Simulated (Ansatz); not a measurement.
[M(NH3)6] with several metals: r2SCAN-D4/def2-TZVP single points in Ansatz on relaxed structures, gas phase. Core potentials for Ce, Dy, Er, Eu, Gd, Ho, Nd, Pr, Sm, Tb, Tm, Yb, no spin–orbit coupling. HOMO and LUMO are taken over both spins. With an open 4f shell the SCF may have ended above the lowest state. Names give formal oxidation states. The structures are stationary points that may keep the symmetry of their start. Remarks come from the PBE and PBE0 runs and from stability tests at other levels; not every state was tested.

| species | atoms | state | geometry | HOMO (eV) | LUMO (eV) | gap (eV) | lowest of the spins relaxed | point group (within 0.1 Å) |
| --- | --- | --- | --- | --- | --- | --- | --- | --- |
| [Ni(NH3)6]3+ (NiN6H18³⁺) | 25 | doublet | PBE-D4/def2-SVP | -18.92 | -18.04 | 0.88 | doublet, of doublet/quartet | Ci |
| [Ce(NH3)6]3+ (CeN6H18³⁺) | 25 | doublet | PBE-D4/def2-SVP | -16.46 | -15.00 | 1.46 | – | – |
| [Nd(NH3)6]3+ (NdN6H18³⁺) | 25 | quartet | r2SCAN-D4/def2-SVP | -19.14 | -16.23 | 2.92 | – | – |
| [Gd(NH3)6]3+ (GdN6H18³⁺) | 25 | octet | r2SCAN-D4/def2-SVP | -20.03 | -14.40 | 5.63 | – | – |
| [Tb(NH3)6]3+ (TbN6H18³⁺) | 25 | septet | r2SCAN-D4/def2-SVP | -17.54 | -15.58 | 1.96 | – | – |
| [Dy(NH3)6]3+ (DyN6H18³⁺) | 25 | sextet | r2SCAN-D4/def2-SVP | -18.98 | -16.87 | 2.10 | – | – |
| [Ho(NH3)6]3+ (HoN6H18³⁺) | 25 | quintet | PBE-D4/def2-SVP | -20.16 | -16.11 | 4.05 | – | – |
| [Er(NH3)6]3+ (ErN6H18³⁺) | 25 | quartet | PBE-D4/def2-SVP | -20.18 | -16.01 | 4.17 | – | – |
| [Yb(NH3)6]3+ (YbN6H18³⁺) | 25 | doublet | PBE-D4/def2-SVP | -20.02 | -18.59 | 1.43 | – | – |

Question: Estimate the rows for [Pr(NH3)6]3+ (PrN6H18³⁺) (triplet, PBE-D4/def2-SVP geometry); [Sm(NH3)6]3+ (SmN6H18³⁺) (sextet, PBE-D4/def2-SVP geometry); [Eu(NH3)6]3+ (EuN6H18³⁺) (septet, PBE-D4/def2-SVP geometry); [Tm(NH3)6]3+ (TmN6H18³⁺) (triplet, PBE-D4/def2-SVP geometry).

Answer: 
```json
{"species": "[Pr(NH3)6]3+ (PrN6H18³⁺)", "atoms": "25", "state": "triplet", "geometry": "PBE-D4/def2-SVP", "HOMO (eV)": "-17.94", "LUMO (eV)": "-16.51", "gap (eV)": "1.44", "lowest of the spins relaxed": "–", "point group (within 0.1 Å)": "–", "remarks": "–"}
{"species": "[Sm(NH3)6]3+ (SmN6H18³⁺)", "atoms": "25", "state": "sextet", "geometry": "PBE-D4/def2-SVP", "HOMO (eV)": "-19.52", "LUMO (eV)": "-17.87", "gap (eV)": "1.65", "lowest of the spins relaxed": "–", "point group (within 0.1 Å)": "–", "remarks": "spin-contaminated (⟨S²⟩ up to 8.87)"}
{"species": "[Eu(NH3)6]3+ (EuN6H18³⁺)", "atoms": "25", "state": "septet", "geometry": "PBE-D4/def2-SVP", "HOMO (eV)": "-19.51", "LUMO (eV)": "-18.64", "gap (eV)": "0.87", "lowest of the spins relaxed": "–", "point group (within 0.1 Å)": "–", "remarks": "spin-contaminated (⟨S²⟩ up to 12.23)"}
{"species": "[Tm(NH3)6]3+ (TmN6H18³⁺)", "atoms": "25", "state": "triplet", "geometry": "PBE-D4/def2-SVP", "HOMO (eV)": "-19.76", "LUMO (eV)": "-17.59", "gap (eV)": "2.17", "lowest of the spins relaxed": "–", "point group (within 0.1 Å)": "–", "remarks": "–"}
```

The gap (eV) runs from 0.87 ([Eu(NH3)6]3+) to 5.63 ([Gd(NH3)6]3+).
